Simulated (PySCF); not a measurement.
Isomers of C9H18Ge, from PBE0-D3(BJ)/def2-SVP geometry optimisation, gas phase (PySCF). One conformer each, no zero-point energy, no frequencies.

Task: Which isomer lies lower at this level?
A. `[CH2:1]=[CH:2][CH2:3][Ge@@H:4]1[CH2:5][CH2:6][C@@:7]1([CH3:8])[CH2:9][CH3:10]` with C1–C2–C3–Ge4 101°, C2–C3–Ge4–C5 157°, C6–C7–C9–C10 169°, C3–Ge4–C5–C6 -132°, Ge4–C5–C6–C7 22°, C5–C6–C7–C8 90°, C3–Ge4–C7–C6 134°: A = 1243, B = 824.7, C = 609.2 MHz, dipole 0.51 D
B. `[CH2:1]=[C:2]([CH3:3])[Ge@@H:4]1[CH2:5][CH2:6][C@H:7]([CH2:8][CH3:9])[CH2:10]1` with C1–C2–Ge4–C5 -127°, C6–C7–C8–C9 172°, C2–Ge4–C5–C6 -135°, Ge4–C5–C6–C7 39°, C5–C6–C7–C8 72°, C6–C7–C10–Ge4 35°: A = 1390, B = 749.2, C = 590.9 MHz, dipole 0.77 D

Result: B. That is `C=[C](C)[Ge@@H]1[CH2]C[C@H](CC)[CH2]1`, 17.8 kcal/mol below the other.

```tsv
SMILES	mapped SMILES	E (Eh)	relative (kcal/mol)	relative (kJ/mol)	dipole (D)
C=[C](C)[Ge@@H]1[CH2]C[C@H](CC)[CH2]1	[CH2:1]=[C:2]([CH3:3])[Ge@@H:4]1[CH2:5][CH2:6][C@H:7]([CH2:8][CH3:9])[CH2:10]1	-2429.60641	0.0	0.0	0.77
C=C[CH2][Ge@@H]1[CH2]C[C@@]1(C)CC	[CH2:1]=[CH:2][CH2:3][Ge@@H:4]1[CH2:5][CH2:6][C@@:7]1([CH3:8])[CH2:9][CH3:10]	-2429.57800	17.8	74.6	0.51
```

As drawn, the higher has a four-membered ring, which the lower lacks.
